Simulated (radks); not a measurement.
Values are calculated unless marked as measured or tabulated.
Spherical quantum dot in the effective-mass picture: electrons in a parabolic well V = omega^2 r^2 / 2 with omega = 0.915, with a point charge +1 (a donor) at the centre, all in effective atomic units (hartree* = m*/eps^2 hartree, bohr* = eps/m* bohr), one dielectric constant everywhere. Level of theory: non-relativistic Kohn-Sham, LDA (Slater exchange, Perdew-Wang correlation), spin-polarised, spherical densities (a radial shooting solver with Libxc functionals). Levels are named by radial order and angular momentum (1s, 1p, 1d, 2s, ...), and open shells are averaged over m. Each electron was tried in the lowest free levels, single moves between levels near the top were tried too, and the lowest total energy was kept; such a search can miss a lower state. At N = 1 the Hartree and exchange-correlation terms need not cancel, so that row can carry a self-interaction error.

| N | open shells | 2S | E (hartree*) | mu = E(N) - E(N-1) (hartree*) | addition energy mu(N+1) - mu(N) (hartree*) | e(HOMO) (hartree*) |
|---|---|---|---|---|---|---|
| 1 | 1s(up 1, down 0) | 1 | 0.145420 | 0.14542 | 0.8856 | 0.49584 |
| 2 | none | 0 | 1.17644 | 1.0310 | 1.720 | 1.3521 |
| 3 | 1p(up 1, down 0) | 1 | 3.92717 | 2.7507 | 0.4698 | 2.9833 |
| 4 | 1p(up 2, down 0) | 2 | 7.14770 | 3.2205 | 0.4728 | 3.4577 |
| 5 | 1p(up 3, down 0) | 3 | 10.8410 | 3.6933 | 0.5874 | 3.9275 |
| 6 | 1p(up 3, down 1) | 2 | 15.1217 | 4.2807 | 0.4248 | 4.4920 |
| 7 | 1p(up 3, down 2) | 1 | 19.8272 | 4.7055 | 0.4259 | 4.9190 |
| 8 | none | 0 | 24.9585 | 5.1313 | 0.9298 | 5.3428 |
| 9 | 2s(up 1, down 0) | 1 | 31.0196 | 6.0611 | 0.4374 | 6.2561 |
| 10 | none | 0 | 37.5181 | 6.4985 | 0.4720 | 6.6914 |
| 11 | 1d(up 1, down 0) | 1 | 44.4886 | 6.9705 | 0.3581 | 7.1500 |
| 12 | 1d(up 2, down 0) | 2 | 51.8171 | 7.3286 | 0.3550 | 7.5066 |
| 13 | 1d(up 3, down 0) | 3 | 59.5007 | 7.6835 | 0.3514 | 7.8599 |
| 14 | 1d(up 4, down 0) | 4 | 67.5356 | 8.0349 | 0.3476 | 8.2094 |
| 15 | 1d(up 5, down 0) | 5 | 75.9182 | 8.3826 | 0.4268 | 8.5551 |
| 16 | 1d(up 5, down 1) | 4 | 84.7275 | 8.8093 | 0.3308 | 8.9751 |
| 17 | 1d(up 5, down 2) | 3 | 93.8677 | 9.1402 | 0.3287 | 9.3049 |
| 18 | 1d(up 5, down 3) | 2 | 103.337 | 9.4688 | 0.3261 | 9.6323 |
| 19 | 1d(up 5, down 4) | 1 | 113.131 | 9.7949 | 0.3233 | 9.9570 |
| 20 | none | 0 | 123.250 | 10.118 | 0.8448 | 10.279 |
| 21 | 1f(up 1, down 0) | 1 | 134.213 | 10.963 | 0.2991 | 11.113 |
| 22 | 1f(up 2, down 0) | 2 | 145.475 | 11.262 | 0.2973 | 11.411 |
| 23 | 1f(up 3, down 0) | 3 | 157.034 | 11.559 | 0.2953 | 11.707 |
| 24 | 1f(up 4, down 0) | 4 | 168.889 | 11.855 | 0.2933 | 12.002 |
| 25 | 1f(up 5, down 0) | 5 | 181.037 | 12.148 | 0.2913 | 12.294 |
| 26 | 1f(up 6, down 0) | 6 | 193.476 | 12.439 | 0.2892 | 12.584 |
| 27 | 1f(up 7, down 0) | 7 | 206.205 | 12.729 | 0.3576 | 12.872 |
| 28 | 1f(up 7, down 1) | 6 | 219.291 | 13.086 | 0.2804 | 13.227 |
| 29 | 1f(up 7, down 2) | 5 | 232.658 | 13.367 | 0.2790 | 13.506 |
| 30 | 1f(up 7, down 3) | 4 | 246.303 | 13.646 | 0.2775 | 13.785 |
| 31 | 1f(up 7, down 4) | 3 | 260.227 | 13.923 | 0.2759 | 14.061 |
| 32 | 1f(up 7, down 5) | 2 | 274.426 | 14.199 | 0.2743 | 14.336 |
| 33 | 1f(up 7, down 6) | 1 | 288.899 | 14.473 | 0.2727 | 14.610 |
| 34 | none | 0 | 303.645 | 14.746 | 0.3356 | 14.882 |
| 35 | 2p(up 1, down 0) | 1 | 318.726 | 15.082 | - | 15.220 |

All shells are closed at N = 2, 8, 10, 20, 34 (there: 1s2 1p6 1d10 2s2 1f14); the second difference of the energy has clear peaks (12 % above both neighbours; the first and last values, which can be the largest, are not judged, and half-filled shells can peak too) at N = 2, 5, 8, 15, 20, 27.
